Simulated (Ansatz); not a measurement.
`S/C=C/c1ccc(/C=C/c2ccc(/C=C/c3ccc(/C=C/c4ccc(/C=C/c5ccc(/C=C/c6ccc(S)cc6)cc5)cc4)cc3)cc2)cc1`. Charge 0, multiplicity 3. Geometry PBE-D4/def2-SVP, that of the neutral singlet; atoms count from 1.

Cartesian coordinates in Å:
```
S 19.121 5.411 7.762
C 17.444 5.353 7.228
C 16.894 4.251 6.652
C 15.527 4.124 6.155
C 14.578 5.177 6.170
C 13.286 4.989 5.684
C 12.859 3.744 5.149
C 11.497 3.613 4.652
C 10.922 2.498 4.113
C 9.561 2.369 3.612
C 8.615 3.426 3.615
C 7.327 3.241 3.120
C 6.898 1.993 2.591
C 5.538 1.863 2.089
C 4.967 0.748 1.545
C 3.605 0.615 1.048
C 3.179 -0.634 0.521
C 1.887 -0.828 0.040
C 0.934 0.224 0.057
C -0.435 0.082 -0.417
C -1.015 -1.045 -0.927
C -2.389 -1.193 -1.384
C -3.341 -0.140 -1.377
C -4.647 -0.349 -1.813
C -5.089 -1.616 -2.281
C -6.472 -1.773 -2.706
C -7.072 -2.921 -3.139
C -8.459 -3.083 -3.551
C -9.402 -2.018 -3.578
C -10.719 -2.225 -3.971
C -11.184 -3.510 -4.365
C -12.554 -3.780 -4.782
C -13.581 -2.885 -4.855
C -14.953 -3.154 -5.271
C -15.894 -2.093 -5.287
C -17.221 -2.288 -5.676
C -17.664 -3.569 -6.068
S -19.360 -3.751 -6.549
C -16.742 -4.640 -6.058
C -15.419 -4.433 -5.668
C -10.243 -4.570 -4.342
C -8.922 -4.363 -3.948
C -4.134 -2.666 -2.298
C -2.828 -2.457 -1.863
C 1.361 1.475 0.579
C 2.653 1.668 1.060
C 7.844 0.935 2.589
C 9.132 1.121 3.084
C 13.810 2.692 5.132
C 15.102 2.879 5.619
H 19.060 6.648 8.326
H 16.862 6.276 7.374
H 17.522 3.350 6.541
H 14.857 6.164 6.567
H 12.572 5.827 5.709
H 10.888 4.530 4.734
H 11.529 1.579 4.033
H 8.897 4.413 4.012
H 6.614 4.081 3.135
H 4.929 2.780 2.171
H 5.577 -0.168 1.462
H 3.897 -1.470 0.496
H 1.607 -1.815 -0.357
H -1.046 0.997 -0.335
H -0.404 -1.960 -1.006
H -3.050 0.859 -1.021
H -5.364 0.486 -1.793
H -7.077 -0.852 -2.650
H -6.470 -3.844 -3.186
H -9.089 -1.006 -3.283
H -11.412 -1.370 -3.976
H -12.748 -4.830 -5.061
H -13.385 -1.836 -4.575
H -15.566 -1.086 -4.983
H -17.922 -1.439 -5.675
H -19.297 -5.082 -6.832
H -17.066 -5.648 -6.360
H -14.730 -5.290 -5.673
H -10.570 -5.578 -4.642
H -8.216 -5.209 -3.940
H -4.423 -3.664 -2.658
H -2.109 -3.292 -1.885
H 0.644 2.310 0.603
H 2.934 2.655 1.456
H 7.562 -0.051 2.192
H 9.844 0.280 3.070
H 13.532 1.708 4.727
H 15.817 2.042 5.592
```

Single mean-field runs in def2-SVP are fitted with def2-universal-jkfit. At PBE0-D4/def2-SVP a singlet of charge 0 lies 1.84 eV below the triplet at the same geometry.

Estimate the Mulliken populations of the heavy atoms from the PBE0/def2-SVP orbitals of Ansatz.


```json
{"atom": "S1", "charge (e)": "-0.01", "spin (α − β)": "0.01"}
{"atom": "C2", "charge (e)": "-0.16", "spin (α − β)": "0.04"}
{"atom": "C3", "charge (e)": "0.02", "spin (α − β)": "-0.03"}
{"atom": "C4", "charge (e)": "0.02", "spin (α − β)": "0.05"}
{"atom": "C5", "charge (e)": "-0.03", "spin (α − β)": "-0.03"}
{"atom": "C6", "charge (e)": "-0.04", "spin (α − β)": "0.04"}
{"atom": "C7", "charge (e)": "0.02", "spin (α − β)": "-0.05"}
{"atom": "C8", "charge (e)": "-0.01", "spin (α − β)": "0.14"}
{"atom": "C9", "charge (e)": "-0.01", "spin (α − β)": "-0.09"}
{"atom": "C10", "charge (e)": "0.02", "spin (α − β)": "0.15"}
{"atom": "C11", "charge (e)": "-0.02", "spin (α − β)": "-0.08"}
{"atom": "C12", "charge (e)": "-0.04", "spin (α − β)": "0.10"}
{"atom": "C13", "charge (e)": "0.02", "spin (α − β)": "-0.09"}
{"atom": "C14", "charge (e)": "-0.01", "spin (α − β)": "0.30"}
{"atom": "C15", "charge (e)": "-0.02", "spin (α − β)": "-0.09"}
{"atom": "C16", "charge (e)": "0.02", "spin (α − β)": "0.26"}
{"atom": "C17", "charge (e)": "-0.03", "spin (α − β)": "-0.09"}
{"atom": "C18", "charge (e)": "-0.03", "spin (α − β)": "0.16"}
{"atom": "C19", "charge (e)": "0.02", "spin (α − β)": "0.07"}
{"atom": "C20", "charge (e)": "-0.02", "spin (α − β)": "0.22"}
{"atom": "C21", "charge (e)": "-0.01", "spin (α − β)": "0.30"}
{"atom": "C22", "charge (e)": "0.02", "spin (α − β)": "0.00"}
{"atom": "C23", "charge (e)": "-0.02", "spin (α − β)": "0.18"}
{"atom": "C24", "charge (e)": "-0.03", "spin (α − β)": "-0.11"}
{"atom": "C25", "charge (e)": "0.02", "spin (α − β)": "0.26"}
{"atom": "C26", "charge (e)": "-0.01", "spin (α − β)": "-0.12"}
{"atom": "C27", "charge (e)": "-0.01", "spin (α − β)": "0.27"}
{"atom": "C28", "charge (e)": "0.02", "spin (α − β)": "-0.09"}
{"atom": "C29", "charge (e)": "-0.02", "spin (α − β)": "0.09"}
{"atom": "C30", "charge (e)": "-0.02", "spin (α − β)": "-0.07"}
{"atom": "C31", "charge (e)": "0.02", "spin (α − β)": "0.12"}
{"atom": "C32", "charge (e)": "-0.01", "spin (α − β)": "-0.08"}
{"atom": "C33", "charge (e)": "-0.01", "spin (α − β)": "0.11"}
{"atom": "C34", "charge (e)": "0.02", "spin (α − β)": "-0.03"}
{"atom": "C35", "charge (e)": "-0.05", "spin (α − β)": "0.03"}
{"atom": "C36", "charge (e)": "0.01", "spin (α − β)": "-0.02"}
{"atom": "C37", "charge (e)": "-0.11", "spin (α − β)": "0.03"}
{"atom": "S38", "charge (e)": "0.01", "spin (α − β)": "0.01"}
{"atom": "C39", "charge (e)": "-0.01", "spin (α − β)": "-0.02"}
{"atom": "C40", "charge (e)": "-0.03", "spin (α − β)": "0.03"}
{"atom": "C41", "charge (e)": "-0.04", "spin (α − β)": "-0.07"}
{"atom": "C42", "charge (e)": "-0.03", "spin (α − β)": "0.10"}
{"atom": "C43", "charge (e)": "-0.02", "spin (α − β)": "-0.06"}
{"atom": "C44", "charge (e)": "-0.03", "spin (α − β)": "0.11"}
{"atom": "C45", "charge (e)": "-0.03", "spin (α − β)": "0.09"}
{"atom": "C46", "charge (e)": "-0.03", "spin (α − β)": "-0.02"}
{"atom": "C47", "charge (e)": "-0.02", "spin (α − β)": "0.12"}
{"atom": "C48", "charge (e)": "-0.04", "spin (α − β)": "-0.08"}
{"atom": "C49", "charge (e)": "-0.02", "spin (α − β)": "0.05"}
{"atom": "C50", "charge (e)": "-0.04", "spin (α − β)": "-0.03"}
```
Mulliken values depend strongly on the basis.

Where does the spin sit?

Summed by element: S 0.01, C 2.07, H -0.08, of 2 unpaired in all. Largest on single atoms: C14 0.30, C21 0.30, C27 0.27.

And the Mayer bond orders between heavy atoms (over 0.3, the first 40 of 55)?

S1–C2 1.11 (1.76 Å); C2–C3 1.77 (1.36 Å); C3–C4 1.15 (1.46 Å); C4–C5 1.33 (1.42 Å); C4–C50 1.32 (1.42 Å); C5–C6 1.45 (1.39 Å); C6–C7 1.31 (1.42 Å); C7–C8 1.13 (1.46 Å); C7–C49 1.32 (1.42 Å); C8–C9 1.65 (1.37 Å); C9–C10 1.14 (1.46 Å); C10–C11 1.30 (1.42 Å); C10–C48 1.29 (1.42 Å); C11–C12 1.47 (1.39 Å); C12–C13 1.27 (1.42 Å); C13–C14 1.18 (1.46 Å); C13–C47 1.29 (1.42 Å); C14–C15 1.49 (1.37 Å); C15–C16 1.24 (1.46 Å); C16–C17 1.22 (1.42 Å); C16–C46 1.20 (1.42 Å); C17–C18 1.54 (1.39 Å); C18–C19 1.19 (1.42 Å); C19–C20 1.32 (1.46 Å); C19–C45 1.19 (1.42 Å); C20–C21 1.30 (1.37 Å); C21–C22 1.30 (1.46 Å); C22–C23 1.21 (1.42 Å); C22–C44 1.21 (1.42 Å); C23–C24 1.51 (1.39 Å); C24–C25 1.24 (1.42 Å); C25–C26 1.20 (1.46 Å); C25–C43 1.23 (1.42 Å); C26–C27 1.54 (1.37 Å); C27–C28 1.16 (1.46 Å); C28–C29 1.28 (1.42 Å); C28–C42 1.30 (1.42 Å); C29–C30 1.49 (1.39 Å); C30–C31 1.29 (1.42 Å); C31–C32 1.13 (1.46 Å).
